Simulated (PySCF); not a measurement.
Electron correlation in F (fluorine, neutral)

[He] 2s2 2p5, 2P determinant. Computed with PySCF 2.14 in aug-cc-pVDZ (4s3p2d, 23 functions), with the non-relativistic Hamiltonian (point nucleus). Frozen: 1s2; 7 electrons correlated.

MP2 pair energies summed by pair of shells (mhartree):

```tsv
pair	energy	share (%)
2p-2p	-100.46	65.0
2s-2p	-46.25	29.9
2s-2s	-7.90	5.1
```

Total MP2 correlation energy: -154.61 mhartree.

Same-spin part -39.28 and opposite-spin part -115.32 mhartree; SCS-MP2 scales them by 1/3 and 6/5 to -151.48 mhartree.

| level | correlation energy (mhartree) |
| --- | --- |
| CCSD | -166.66 |
| (T) | -2.32 |
| CCSD(T) | -168.98 |

Diagnostics: T1 = 0.0098, D1 = 0.0160, largest double amplitude 0.038.

Problem. Is a single reference adequate?

Solution. Yes: T1 lies below 0.03 and no double amplitude reaches 0.07.
